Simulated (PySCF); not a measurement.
# Calculated properties of `O=C(CC(Cl)(Cl)Cl)O[SiH3]`

Species: C3H5Cl3O2Si.
Bonds: O1–C2 (double), C2–C3, C3–C4, C4–Cl5, C4–Cl6, C4–Cl7, C2–O8, O8–Si9. Hydrogens: H10, H11 on C3; H12, H13, H14 on Si9.

Among its groups: C–Cl bond and Si–H bond.

**PBE0-D3(BJ)/def2-SVP geometry optimisation, gas phase (PySCF)**

* Point group: C1
* Rotational constants A, B, C: 1.478, 0.511, 0.483 GHz

From CAM-B3LYP/def2-SVPD ground state, ΔSCF and vertical TDDFT (core frozen in the response) (PySCF):

* Dipole moment: 1.16 D
* HOMO energy: -10.15 eV
* LUMO energy: 0.06 eV
* HOMO–LUMO gap: 10.21 eV
* Lowest singlet excitation: 5.82 eV (213 nm, f = 0.000)
* Strongest line among the 10 lowest singlet transitions: S4 at 6.91 eV (179 nm, f = 0.012)
* Lowest triplet excitation (Tamm–Dancoff): 5.33 eV
* Static isotropic polarisability: 108.1 au
* Vertical ionisation energy: 10.89 eV
* Electronic spatial extent ⟨r²⟩ about the centre of nuclear charge: 2380 bohr²

From CAM-B3LYP/pcSseg-1 ground state and GIAO shieldings, non-relativistic (PySCF):

- 13C chemical shifts (computed TMS as zero) by class: 175.8 (C2), 115.9 (C4), 62.6 (C3) ppm
- 1H chemical shifts (computed TMS as zero) by class: 4.78 (H12/H13/H14), 3.28 (H10/H11) ppm
- Isotropic shieldings of nuclei other than C and H, by class: -136 (O1), 135 (O8), 377 (Si9), 458 (Cl5/Cl6/Cl7) ppm

Monoisotopic mass (most abundant isotopes): 205.9124 u.

 The largest Löwdin shares of the HOMO are 0.54 on O1, 0.12 on Cl6, 0.09 on O8 and 0.07 on Cl7. With B = h/(8π²I), that is 505.379 GHz u Å² over I, the principal moments of inertia are 341.9, 988.8 and 1045.3 u Å² (most abundant isotopes); the inertial defect Ic − Ia − Ib is -285.4 u Å² (zero for a rigid planar frame, negative otherwise). No computed singlet falls in the visible range (750 to 380 nm, 1.65 to 3.26 eV); S1 lies 2.56 eV above its blue end. The vertical singlet–triplet gap S1 − T1 is 0.49 eV (TDDFT singlet less Tamm–Dancoff triplet; S1: HOMO→LUMO+1, weight 0.52; T1: HOMO→LUMO+1, weight 0.52).

The shieldings hold no spin–orbit term; for a carbon that bears several chlorines this term is known to matter. NMR classes are plain means over equivalent atoms (diastereotopic ones count apart unless rotation or inversion swaps them), as if these changed places fast; in this geometry the members of some classes differ.

The values belong to the conformer `[O:1]=[C:2]([CH2:3][C:4]([Cl:5])([Cl:6])[Cl:7])[O:8][SiH3:9]`: O1–C2–C3–C4 149°, C2–C3–C4–Cl5 -52°, O1–C2–O8–Si9 -3°.
